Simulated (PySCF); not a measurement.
## C⁺ (carbon, charge +1) across methods

[He] 2s1 2p2, high-spin 4P determinant (an excited configuration). Computed with PySCF 2.14 in x2c-TZVPPall (5s3p2d1f, 31 functions), with scalar relativity by spin-free X2C-1e.

```json
{"method": "M06", "E (hartree)": "-37.2371", "mean ε 1s β (eV)": "-295.57", "mean ε 2s α (eV)": "-29.097", "mean ε 2p α (eV)": "-20.055", "Σ⟨r²⟩ (bohr²)": "8.033", "⟨S²⟩": "3.750"}
{"method": "PBE", "E (hartree)": "-37.2063", "mean ε 1s β (eV)": "-286.12", "mean ε 2s α (eV)": "-27.276", "mean ε 2p α (eV)": "-18.627", "Σ⟨r²⟩ (bohr²)": "8.035", "⟨S²⟩": "3.750"}
{"method": "LDA", "E (hartree)": "-36.8725", "mean ε 1s β (eV)": "-283.59", "mean ε 2s α (eV)": "-27.082", "mean ε 2p α (eV)": "-18.547", "Σ⟨r²⟩ (bohr²)": "8.088", "⟨S²⟩": "3.750"}
{"method": "PBE0", "E (hartree)": "-37.2197", "mean ε 1s β (eV)": "-295.00", "mean ε 2s α (eV)": "-29.702", "mean ε 2p α (eV)": "-20.529", "Σ⟨r²⟩ (bohr²)": "7.975", "⟨S²⟩": "3.750"}
{"method": "r2SCAN", "E (hartree)": "-37.2586", "mean ε 1s β (eV)": "-289.98", "mean ε 2s α (eV)": "-28.200", "mean ε 2p α (eV)": "-19.192", "Σ⟨r²⟩ (bohr²)": "7.924", "⟨S²⟩": "3.750"}
{"method": "wB97X-V", "E (hartree)": "-37.2506", "mean ε 1s β (eV)": "-296.56", "mean ε 2s α (eV)": "-32.310", "mean ε 2p α (eV)": "-22.998", "Σ⟨r²⟩ (bohr²)": "8.058", "⟨S²⟩": "3.750"}
{"method": "UHF", "E (hartree)": "-37.17625", "mean ε 1s β (eV)": "-320.86", "mean ε 2s α (eV)": "-36.596", "mean ε 2p α (eV)": "-25.883", "Σ⟨r²⟩ (bohr²)": "7.897", "⟨S²⟩": "3.750"}
{"method": "MN15", "E (hartree)": "-37.2260", "mean ε 1s β (eV)": "-290.70", "mean ε 2s α (eV)": "-29.722", "mean ε 2p α (eV)": "-20.860", "Σ⟨r²⟩ (bohr²)": "8.010", "⟨S²⟩": "3.750"}
```

(1) Estimate the same row for BHandHLYP.

## Answers

(1) E (hartree) = -37.2512; mean ε 1s β (eV) = -304.42; mean ε 2s α (eV) = -31.746; mean ε 2p α (eV) = -22.127; Σ⟨r²⟩ (bohr²) = 7.924; ⟨S²⟩ = 3.750.
